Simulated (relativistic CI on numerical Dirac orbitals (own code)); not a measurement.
Energy levels of Tc36+

Method of calculation: Dirac-Coulomb-Breit CI, separate exchange-only KLI orbitals for each configuration, QED by a radiative potential, unscaled Slater integrals (own radial code, finite nucleus).

CI space (outside the closed core 1s2): 2s²2p³, 2s2p⁴, 2p⁵, 2p⁴3s, 2p⁴3p, 2p⁴3d, 2s²2p²3s, 2s²2p²3p, 2s²2p²3d, 2s2p³3s, 2s2p³3p, 2s2p³3d, 2s²2p²4s, 2s²2p²4p, 2s²2p²4d, 2s²2p²4f. Levels of other configurations are missing.

The lowest level is 2s²2p³ ²P°3/2, with 42 % of that term; Hund's rules for 2s²2p³ give ⁴S° with J = 3/2, of which the calculation keeps J, while another term leads.

```csv
No.,Configuration,Term,J,E (eV),%,Next component (%),Lifetime (s),jj configuration (%)
1,2s²2p³,²P°,3/2,0.00,42,35 ⁴S°,,2p3/2 (98)
2,2s²2p³,⁴S°,3/2,110.41,51,47 ²D°,6.81e-08,2p1/2 2p3/2^2 (98)
3,2s²2p³,²D°,5/2,126.90,100,,3.77e-07,2p1/2 2p3/2^2 (100)
4,2s²2p³,²P°,1/2,148.61,99,1 2p⁵ ²P°,7.74e-08,2p1/2 2p3/2^2 (99)
5,2s²2p³,²P°,3/2,259.52,55,29 ²D°,2.89e-08,2p3/2^3 (98)
6,2s2p⁴,⁴P,5/2,270.17,82,18 ²D,1.66e-11,2s 2p3/2^2 (97)
7,2s2p⁴,²S,1/2,318.91,49,47 ⁴P,4.77e-12,2s 2p3/2^2 (92)
8,2s2p⁴,⁴P,3/2,320.03,38,33 ²D,3.21e-12,2s 2p3/2^2 (88)
9,2s2p⁴,⁴P,3/2,400.62,61,29 ²D,4.69e-12,2s 2p1/2 2p3/2^3 (91)
10,2s2p⁴,²D,5/2,424.99,82,18 ⁴P,5.30e-12,2s 2p1/2 2p3/2^3 (97)
11,2s2p⁴,²P,1/2,449.73,53,33 ⁴P,2.03e-12,2s 2p1/2 2p3/2^3 (86)
12,2s2p⁴,²P,3/2,462.03,60,39 ²D,1.83e-12,2s 2p1/2 2p3/2^3 (96)
13,2s2p⁴,²P,1/2,578.38,43,38 ²S,2.01e-12,2s 2p3/2^4 (92)
14,2p⁵,²P°,3/2,640.50,99,1 2s²2p³ ²P°,1.81e-12,2p3/2^3 (99)
15,2p⁵,²P°,1/2,765.90,99,1 2s²2p³ ²P°,1.41e-12,2p1/2 2p3/2^4 (99)
16,2s²2p²3s,⁴P,1/2,2793.50,52,25 ²S,5.52e-14,2p1/2^2 3s (98)
17,2s²2p²3p,⁴D°,1/2,2842.02,42,39 ²P°,5.20e-12,2p1/2^2 3p1/2 (98)
18,2s²2p²3p,⁴D°,3/2,2884.50,26,26 ²P°,3.66e-12,2p1/2^2 3p3/2 (96)
19,2s²2p²3s,⁴P,3/2,2906.45,89,9 ²P,7.10e-14,2p1/2 2p3/2 3s (99)
20,2s²2p²3s,²P,1/2,2912.30,68,31 ⁴P,3.52e-14,2p1/2 2p3/2 3s (99)
21,2s²2p²3s,²D,5/2,2919.68,56,43 ⁴P,4.57e-14,2p1/2 2p3/2 3s (97)
22,2s²2p²3s,²D,3/2,2924.07,59,39 ²P,3.74e-14,2p1/2 2p3/2 3s (99)
23,2s²2p²3d,⁴F,3/2,2934.70,38,35 ²D,3.97e-14,2p1/2^2 3d3/2 (98)
24,2s²2p²3d,²D,5/2,2951.59,27,22 ⁴D,9.22e-15,2p1/2^2 3d5/2 (96)
25,2s²2p²3p,⁴P°,1/2,2954.75,43,29 ⁴D°,5.84e-12,2p1/2 2p3/2 3p1/2 (98)
26,2s²2p²3p,⁴D°,3/2,2959.59,54,24 ²D°,6.98e-12,2p1/2 2p3/2 3p1/2 (98)
27,2s²2p²3p,²F°,5/2,2969.31,40,32 ²D°,5.45e-12,2p1/2 2p3/2 3p1/2 (97)
28,2s²2p²3p,²P°,3/2,2986.84,36,29 ⁴S°,8.47e-13,2p1/2 2p3/2 3p1/2 (92)
29,2s²2p²3p,⁴D°,5/2,2991.55,51,33 ⁴P°,2.94e-12,2p1/2 2p3/2 3p3/2 (96)
30,2s²2p²3p,⁴P°,1/2,2995.33,39,30 ²P°,4.12e-12,2p1/2 2p3/2 3p3/2 (98)
```

Energies count from the lowest computed level; ° marks odd parity; lifetimes are radiative, by E1, M1, E2, M2 decay to levels of this space only. Filled j subshells are mostly left out of the jj labels.

The mean weight of the leading LS term, summed over parents, in these 30 levels is 58 %, and that of the leading jj configuration (from the same eigenvectors) 96 %, so jj coupling describes them better and the LS labels are nominal.

At this charge energies of transitions that change n are usually good to better than 1 %, and those within a shell (Δn = 0) to a few per cent.

LS names give the leading component of a level, which can be under half, so a name can repeat, a term be missing and a line seem to break the LS rules.
